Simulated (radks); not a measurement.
The table gives one normalised radial function P(r) = r R(r) (large component) of Rb2+ in [Ar] 3d10 4s2 4p5 (r in bohr). Method: Dirac Kohn-Sham, LDA (Slater exchange, Perdew-Wang correlation), spin-unpolarised, spherical densities, point nucleus; open shells are shared between the two j in proportion to 2j + 1; speed of light set to 171.295 atomic units (1.25 times the physical value, a model run); computed with a radial shooting solver on a logarithmic mesh with Libxc functionals.

r,P
0.002988,0.0604
0.003396,0.0674
0.003891,0.0755
0.004423,0.0838
0.005067,0.0933
0.005759,0.1028
0.006598,0.1136
0.007499,0.1241
0.008523,0.1348
0.009764,0.1462
0.0111,0.1565
0.01271,0.1667
0.01445,0.1749
0.01656,0.1815
0.01882,0.1847
0.02156,0.1841
0.0245,0.1787
0.02807,0.1664
0.0319,0.1478
0.03655,0.1195
0.04154,0.0842
0.04722,0.0403
0.0541,-0.0149
0.06148,-0.0733
0.07044,-0.1388
0.08006,-0.1993
0.09172,-0.2560
0.1042,-0.2951
0.1194,-0.3131
0.1357,-0.3008
0.1555,-0.2510
0.1768,-0.1680
0.2009,-0.0534
0.2302,0.0926
0.2616,0.2365
0.2997,0.3734
0.3406,0.4639
0.3902,0.4964
0.4435,0.4529
0.5081,0.3243
0.5775,0.1347
0.6617,-0.1166
0.752,-0.3701
0.8616,-0.6206
0.9792,-0.8071
1.113,-0.9233
1.275,-0.9581
1.449,-0.9108
1.66,-0.7933
1.887,-0.6442
2.162,-0.4742
2.457,-0.3265
2.815,-0.1991
3.199,-0.1129
3.666,-0.0548
4.166,-0.0245
4.773,-0.0089
5.425,-0.0029

Which n and l does it have? It may be an empty orbital.

Answer. n = 4, l = 0: the number of nodes gives n - l - 1 = 3, the rise at small r points to l (this Dirac orbital starts as r^gamma with gamma = sqrt((l + 1)^2 - (Z/c)^2) = 0.98; the j = 1/2 orbital of l + 1 starts with the same power, but with a smaller coefficient, and then steepens), and the extent must fit the shell. The curve is that of 4s1/2. 4s1/2: eigenvalue -50.047 eV, 3 radial nodes at r = 0.0522, 0.212, 0.623 bohr, <r> = 1.43 bohr, 90 % of the charge inside 2.10 bohr.
